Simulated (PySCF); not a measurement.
An unknown is described by computed data only.

Formula: C8H9P.

| Item | Value |
| --- | --- |
| Dipole | 2.07 D [wB97X-D/def2-SVPD] |
| 13C NMR | chemical shifts (computed TMS as zero) by class: 164.8 (1 C), 162.3 (1 C), 146.0 (1 C), 145.7 (1 C), 143.4 (1 C), 136.8 (1 C), 124.6 (1 C), 26.5 (1 C) ppm [GIAO PBE0/pcSseg-1] |
| UV, strongest line | among the 10 lowest singlet transitions: S7 at 6.30 eV (197 nm, f = 0.342) [TDDFT wB97X-D/def2-SVPD] |
| Polarisability | 124.2 au [wB97X-D/def2-SVPD] |
| Triplet | lowest triplet excitation (Tamm–Dancoff): 2.88 eV [TDA wB97X-D/def2-SVPD] |
| NMR, other nuclei | isotropic shieldings of nuclei other than C and H, by class: 89 (1 P) ppm [GIAO PBE0/pcSseg-1] |
| Valence photoelectron | vertical ionisation energy: 8.29 eV [ΔSCF wB97X-D/def2-SVPD] |
| Rotational structure | rotational constants A, B, C: 2.370, 1.105, 0.765 GHz [PBE0-D3(BJ)/def2-SVP] |

Gas-phase values; electronic properties from PySCF, density fitting. Levels stand in brackets. Geometry: PBE0-D3(BJ)/def2-SVP, one conformer, isolated molecule. Each NMR value is the plain mean over a class of atoms that symmetry, rotation or inversion makes alike.

Task: Propose a structure and show how it fits.

Result: Numbering: `[CH2:1]=[CH:2][c:3]1[cH:4][cH:5][p:6][cH:7][c:8]1[CH3:9]`. 8 carbons fall into 8 classes; from least to most shielded: aromatic CH carbon [C7] (164.8 ppm), aromatic CH carbon [C5] (162.3 ppm), alkene CH carbon [C2] (146.0 ppm), substituted aromatic carbon [C8] (145.7 ppm), substituted aromatic carbon [C3] (143.4 ppm), aromatic CH carbon [C4] (136.8 ppm), terminal =CH2 carbon [C1] (124.6 ppm), benzylic-type carbon [C9] (26.5 ppm). The other shieldings belong to: 89 ppm, phosphorus bonded to 2 C [P6]. The first electron is taken from the HOMO, whose largest Löwdin shares are 0.22 on the phosphorus bonded to 2 C, 0.15 on a substituted aromatic carbon, 0.13 on the terminal =CH2 carbon and 0.11 on an aromatic CH carbon. The optimised geometry has point group C1 and is an asymmetric top. Structure: `c1(cpccc1C=C)C`. Computed isomers that give other values at the same levels: `c1cc(C2CC2)ccp1` (13C chemical shifts (computed TMS as zero) by class: 164.7 (2 C), 152.0 (1 C), 135.7 (2 C), 19.7 (1 C), 15.3 (2 C) ppm); `C=Cc1ccc(C)cp1` (rotational constant A: 3.053 GHz; this holds for the one conformer computed); `c1ccc(C2CC2)pc1` (rotational constant A: 3.123 GHz; this holds for the one conformer computed). The assignments are read from this structure; whether some other isomer fits the data as well wasn't checked.

Conformer computed: `[CH2:1]=[CH:2][c:3]1[cH:4][cH:5][p:6][cH:7][c:8]1[CH3:9]`: C1–C2–C3–C4 -32°.
